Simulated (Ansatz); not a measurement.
This geometry of Cl5FW + H2 (9 atoms, charge 0, multiplicity 1) is a first-order saddle point.

Computed with Ansatz, RKS PBE/def2-SVP.

```xyz
9
Properties=species:S:1:pos:R:3
W 0.196 0.133 -0.055
Cl 0.520 -0.529 2.558
Cl 2.488 0.030 -0.022
Cl 0.296 2.344 -0.982
Cl -1.961 0.495 0.640
Cl -0.042 -2.184 -0.041
F -0.114 -0.146 -1.883
H 0.507 1.511 1.105
H 0.553 0.889 1.849
```

Which two structures does it join? (They come from a converged band through this point; their orientation in space is the band's.)

Bonds broken: W1–Cl2, H8–H9. Bonds formed: W1–H8, Cl2–H9. Cl5FW + H2 becomes Cl4FHW + ClH.

Image 0:

```xyz
9
Properties=species:S:1:pos:R:3
W -0.317 -0.325 -0.204
Cl -0.228 -0.234 2.097
Cl 1.996 -0.334 -0.358
Cl -0.317 1.988 -0.361
Cl -2.636 -0.321 -0.175
Cl -0.322 -2.644 -0.173
F -0.392 -0.403 -2.086
H 2.420 2.568 1.878
H 2.235 2.249 2.552
```

Image 8:

```xyz
9
Properties=species:S:1:pos:R:3
W 0.048 0.120 -0.573
Cl 1.531 0.602 3.469
Cl 2.249 -0.466 -0.343
Cl -0.730 2.113 -1.448
Cl -1.419 0.569 1.207
Cl -0.588 -2.076 -0.182
F 0.244 -0.264 -2.412
H 0.808 1.270 0.393
H 0.297 0.676 3.058
```

How far does it lie above each of them?

1.21 eV above the first and 0.34 eV above the second. This is the barrier of this one path; another mechanism may lie lower. The orbitals stay closed-shell, which can raise the energy where a bond breaks towards radicals; this wasn't checked here.

The run took 6 min on 4 threads of Intel(R) Xeon(R) Platinum 8259CL CPU @ 2.50GHz (Skylake/Cascade Lake), on a shared host, peak memory 0.28 GiB.
